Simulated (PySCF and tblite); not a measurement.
Values are calculated unless marked as measured or tabulated.
System: C6H9F2N, numbered as in [F:1][C:2]1=[CH:3][CH2:4][C@@H:5]([F:6])[CH2:7][NH:8][CH2:9]1.

Two runs for the pyramidal inversion at N8 on the same GFN2-xTB geometries. The first, PBE0/pcSseg-1 + D3(BJ), IEF-PCM tetrahydrofuran, gave a barrier of 4.8 kcal/mol. The second was started with:

```json
{"job": {"kind": "nmr", "xc": "PBE0", "basis": "STO-3G", "solvent": "tetrahydrofuran", "pop": false}, "charge": 0, "multiplicity": 1}
```

```
coarse grid: 15336 points
cycle   1  E = -481.4993877377  dE =  1.498e+00  |g| = 5.283e-01  |ddm| = 5.556e+00
cycle   2  E = -481.5042435955  dE = -4.856e-03  |g| = 5.724e-01  |ddm| = 1.447e+00
cycle   3  E = -481.5996673644  dE = -9.542e-02  |g| = 5.033e-02  |ddm| = 7.267e-01
cycle   4  E = -481.6002580074  dE = -5.906e-04  |g| = 3.043e-02  |ddm| = 1.078e-01
cycle   5  E = -481.6005391043  dE = -2.811e-04  |g| = 5.243e-03  |ddm| = 4.526e-02
cycle   6  E = -481.6005482087  dE = -9.104e-06  |g| = 1.544e-03  |ddm| = 9.958e-03
final grid: 149800 points
cycle   7  E = -481.5536107319  dE = -1.260e-05  |g| = 4.636e-03  |ddm| = 1.652e-02
cycle   8  E = -481.5536111699  dE = -4.380e-07  |g| = 4.558e-03  |ddm| = 1.205e-02
cycle   9  E = -481.5536174588  dE = -6.289e-06  |g| = 6.310e-04  |ddm| = 6.088e-03
cycle  10  E = -481.5536175740  dE = -1.153e-07  |g| = 1.043e-04  |ddm| = 8.982e-04
cycle  11  E = -481.5536175779  dE = -3.892e-09  |g| = 3.526e-05  |ddm| = 2.182e-04
cycle  12  E = -481.5536175783  dE = -4.114e-10  |g| = 6.655e-06  |ddm| = 5.483e-05
```

Q: What is wrong with the second run, and what did it give?

A: Its fault: minimal basis. It ran through; the barrier from its energies is 8.4 kcal/mol, off by 3.7.
